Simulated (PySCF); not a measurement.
Isomers of BClH5PSi. The calculation used PBE0-D3(BJ)/def2-SVP geometry optimisation, gas phase (PySCF). One conformer each; no zero-point energy, no entropy. No frequencies were run at this level. Point groups hold within 0.08 Å.

Question: Rank from lowest to highest electronic energy at this level (kJ/mol).
A. `[SiH3:1][PH:2][BH:3][Cl:4]` with Si1–P2–B3–Cl4 130°
B. `[BH2:1][PH:2][SiH2:3][Cl:4]` with H–B1–P2–Si3 -46° and 142°, B1–P2–Si3–Cl4 173°

Answer: A (0.0), B (12.2).

| SMILES | E (Eh) | E rel (kJ/mol) | dipole (D) | point group | A, B, C (MHz) |
| --- | --- | --- | --- | --- | --- |
| [SiH3]PBCl | -1118.14037 | 0.0 | 1.04 | C1 | 8663, 1297, 1196 |
| BP[SiH2]Cl | -1118.13572 | 12.2 | 1.21 | – | 10214, 1482, 1335 |

Q: How do the relative energies change in single points at B3LYP/pcSseg-2 (no added dispersion term) on the same geometries?

A: 
```tsv
SMILES	PBE0-D3(BJ)/def2-SVP (kJ/mol)	B3LYP/pcSseg-2 (kJ/mol)	shift
[SiH3]PBCl	0.0	3.3	+3.3
BP[SiH2]Cl	12.2	0.0	-12.2
```

Each column counts from its own lowest isomer. BP[SiH2]Cl becomes the lowest; the largest shift is 12.2 kJ/mol.
